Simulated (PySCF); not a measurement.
Species: C5H4O2.
SMILES with atom numbers: `[O:1]=[CH:2][c:3]1[cH:4][cH:5][o:6][cH:7]1` (hydrogens: H8 on C2; H9 on C4; H10 on C5; H11 on C7)

Geometry (PBE0-D3(BJ)/def2-TZVP, Å), atoms numbered from 1 in this order:
```xyz
11
C5H4O2 angstrom
O     -3.0352    1.3901    0.5495
C     -2.3254    0.5075    0.1354
C     -0.8706    0.4948    0.2437
C      0.0344   -0.5194   -0.2102
C      1.2713   -0.0854    0.1093
O      1.2007    1.1231    0.7286
C     -0.0906    1.4624    0.8048
H     -2.7602   -0.3786   -0.3730
H     -0.2170   -1.4434   -0.7065
H      2.2607   -0.4890   -0.0226
H     -0.3273    2.4037    1.2722
```

The closed-shell ground state was solved at several levels (PySCF, density fitting, gas phase, non-relativistic). Isolated species at its PBE0-D3(BJ)/def2-TZVP geometry (one conformer only).

| level | basis functions | HOMO (eV) | LUMO (eV) | gap (eV) | dipole (D) |
| --- | --- | --- | --- | --- | --- |
| KT3/pcSseg-2 | 308 | -6.11 | -2.55 | 3.56 | 3.14 |
| wB97X-D/pcSseg-2 | 308 | -9.08 | 0.19 | 9.27 | 3.20 |
| PBE0/pcSseg-2 | 308 | -7.30 | -1.63 | 5.67 | 3.21 |

**Question.** What might B97-2/pcSseg-2 (308 basis functions) give for the same quantities?

**Answer.** HOMO -7.05 eV, LUMO -1.68 eV, gap 5.37 eV, dipole 3.21 D.

**Question.** Over all these levels, which gives the widest orbital gap and which the narrowest?

**Answer.** wB97X-D/pcSseg-2 (range-separated hybrid) has the widest, 9.27 eV, and KT3/pcSseg-2 (GGA) the narrowest, 3.56 eV. From the narrowest to the widest the HOMO moves by -2.97 eV and the LUMO by +2.74 eV.

**Question.** In the pcSseg-2 basis, how does the gap go with the fixed share of exact exchange?

**Answer.** KT3 (0 %) 3.56 eV; B97-2 (21 %) 5.37 eV; PBE0 (25 %) 5.67 eV. Each rise in the share widens the gap here.

**Question.** How far do the dipole and the HOMO energy spread over the levels?

**Answer.** The dipole runs from 3.14 to 3.21 D (mean 3.19 D) and the HOMO from -9.08 to -6.11 eV.
